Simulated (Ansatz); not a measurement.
Cost and result for the atomization energy of CH6AlFGe, SMILES `F[CH2][AlH][GeH3]` (10 atoms, 9 bonds).

Cartesian coordinates in Å:
```
F 0.373 1.138 1.886
C 1.004 -0.084 1.627
Al 0.454 -0.826 -0.128
Ge -1.165 0.438 -1.506
H 2.088 0.082 1.680
H 0.765 -0.766 2.454
H 1.097 -2.215 -0.562
H -1.546 -0.287 -2.812
H -2.472 0.704 -0.735
H -0.598 1.815 -1.904
```

Total charge 0; spin multiplicity 1. Correlated methods include outer-core shells of Ge, which these sets cover unevenly. Scalar relativity is left out up to krypton. Geometry: relaxed with PBE0-D4/def2-TZVP. It is one conformer, not always the lowest. Program: Ansatz. All runs use 4 threads of an Arm Neoverse V2 on a shared host. Times are those of one run each, without the atoms' runs, and a repeat can differ threefold. Electronic energies, without spin–orbit coupling; frozen cores. CCSD(T)/CBS adds CCSD(T) − MP2 in def2-TZVPP to the MP2 limit, and its time is that of the two runs behind it. T1 = 0.012. With those shells the extrapolation isn't a true limit. B3LYP takes the VWN-RPA correlation (the form of Gaussian; ORCA's B3LYP/G).

CCSD(T)/CBS is a level of theory with its own doubt, some kJ/mol a heavy atom from the limit and from the frozen cores, so smaller differences don't rank the functionals.

```
                             level  functions  atomization (kJ/mol)  difference from CCSD(T)/CBS  per bond
                ωB97X-V/def2-TZVPP        236                2980.0                          9.7       1.1
                    MP2/def2-QZVPP        453                2945.0                        -25.3      -2.8
r2SCAN-D4/def2-TZVPP (with forces)        236                2969.8                         -0.5      -0.1
 B3LYP-D4/def2-TZVPP (with forces)        236                2948.3                        -22.0      -2.5
                 B2PLYP/def2-TZVPP        236                2917.0                        -53.3      -5.9
   PBE-D4/def2-TZVPP (with forces)        236                2971.2                          0.9       0.1
                PBE0-D4/def2-TZVPP        236                2934.9                        -35.4      -3.9
                CCSD(T)/def2-TZVPP        236                2902.9                        -67.4      -7.5
                 CCSD(T)/CBS(def2)          –                2970.3                          0.0       0.0
  ωB97M-V/def2-TZVPP (with forces)        236                2953.4                        -16.9      -1.9
```

**Question.** Order the runs by time, with rough figures. (Best estimate.)

**Answer.** The calculation gave: PBE-D4/def2-TZVPP (with forces) 1.8 s; PBE0-D4/def2-TZVPP 2.2 s; B3LYP-D4/def2-TZVPP (with forces) 3.4 s; B2PLYP/def2-TZVPP 3.6 s; r2SCAN-D4/def2-TZVPP (with forces) 3.6 s; ωB97X-V/def2-TZVPP 6 s; ωB97M-V/def2-TZVPP (with forces) 8.5 s; MP2/def2-QZVPP 15 s; CCSD(T)/def2-TZVPP 97 s; CCSD(T)/CBS(def2) 110 s.

The D4 term adds +26.6 kJ/mol with B3LYP and +14.1 kJ/mol with PBE0; it sums over pairs of atoms, weighted by their polarisabilities, and B3LYP, whose exchange is more repulsive, gets the larger term. From PBE to PBE0 (25 % exact exchange), in def2-TZVPP and without D4, the atomization energy moves by −33.9 kJ/mol: exact exchange takes away binding that semilocal exchange gives to molecules. In def2-TZVPP, CCSD(T) changes the Hartree–Fock value by +735.2 kJ/mol (the triples alone add +35.3 kJ/mol) and MP2 by +737.7 kJ/mol; breaking electron pairs costs correlation energy, which Hartree–Fock lacks.
